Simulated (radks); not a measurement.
Valence configurations of Sm+ (all share [Xe]). Calculated with a radial shooting solver on a logarithmic mesh with Libxc functionals: Dirac Kohn-Sham, PBE, spin-unpolarised, spherical densities, point nucleus; open shells fill j = l - 1/2 first. Energies are relative to 4f6 6s1; eigenvalues in eV.

| valence | E (eV) | e(4f5/2) | e(4f7/2) | e(5d3/2) | e(6p1/2) | e(6s1/2) |
|---|---|---|---|---|---|---|
| 4f6 6s1 | 0.000 | -8.657 | - | - | - | -8.409 |
| 4f6 5d1 | 1.295 | -6.852 | - | -6.099 | - | - |
| 4f5.5 6s1 6p0.5 | 2.410 | -12.943 | - | - | -6.336 | -9.469 |
| 4f7 | 2.507 | -3.426 | -2.947 | - | - | - |
| 4f6 6p1 | 2.899 | -9.712 | - | - | -6.103 | - |
| 4f5 6s2 | 3.314 | -16.638 | - | - | - | -9.942 |
| 4f5 5d1 6s1 | 3.389 | -14.241 | - | -8.624 | - | -8.989 |
| 4f5 6s1 6p1 | 6.690 | -17.667 | - | - | -7.083 | -10.482 |
| 4f4 5d2 6s1 | 11.542 | -20.749 | - | -9.926 | - | -9.458 |
| 4f4 5d1 6s1 6p1 | 15.955 | -24.369 | - | -12.413 | -7.348 | -10.971 |

NIST lists [Xe] 4f6 6s1 as the ground configuration; this level of theory agrees among the configurations tried. The energies are those of spherical spin-averaged densities, not of single terms.
